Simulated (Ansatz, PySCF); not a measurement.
Gas-phase reaction (SMILES): CN(C)[Si](Cl)(Cl)Cl + O (H2O) → O[Si](Cl)(Cl)Cl [trichloro(hydroxy)silane] + CNC; water cleaves one Si-N bond, a model of a ligand-exchange step.

Each molecule is optimised on its own at B3LYP-D3(BJ)/def2-TZVP (Ansatz, a program for electronic structure), one conformer each, not searched for the lowest. Cores are frozen in the correlated levels unless marked. Spin-orbit coupling is left out. Non-relativistic. CBS marks a two-point X^-3 extrapolation of the correlation energy; Hartree-Fock from the larger set. The bracket is a focal-point correction in the basis named. Thermal terms are rigid-rotor harmonic-oscillator values from B3LYP-D3(BJ) frequencies (Ansatz or PySCF) at 298.15 K and 1 atm. 1 Eh = 627.5095 kcal/mol.

```tsv
species	E, RI-MP2/CBS(aug-cc-pV(T+d)Z,aug-cc-pV(Q+d)Z)+[CCSD(T)-MP2]/aug-cc-pV(T+d)Z (Ansatz) (Eh)	E, wB97M-V/def2-TZVPD (Ansatz) (Eh)	H - E (Eh)
CN(C)[Si](Cl)(Cl)Cl	-1803.00613	-1804.81503	0.09934
O (H2O)	-76.37791	-76.43347	0.02495
O[Si](Cl)(Cl)Cl	-1744.39387	-1746.12706	0.02725
CNC	-135.00124	-135.13331	0.09743
```

### Question
Work out ΔE and ΔH at 298.15 K at the first level, then ΔH at the second.

### Answer

1. ΔE = [(-1744.39387) + (-135.00124)] - [(-1803.00613) + (-76.37791)] = -0.01107 Eh = -6.9 kcal/mol at RI-MP2/CBS(aug-cc-pV(T+d)Z,aug-cc-pV(Q+d)Z)+[CCSD(T)-MP2]/aug-cc-pV(T+d)Z.
2. The terms H - E add up to 0.00039 Eh, so ΔH = (-0.01107 + (0.00039))×627.5095 = -6.7 kcal/mol.
3. At wB97M-V/def2-TZVPD the same steps give ΔE = -7.4 and ΔH = -7.2 kcal/mol, a shift of -0.5 from the first level.
4. These values are not checked against measurement here, since the tables used lack a sound gas-phase enthalpy of formation for at least one species.
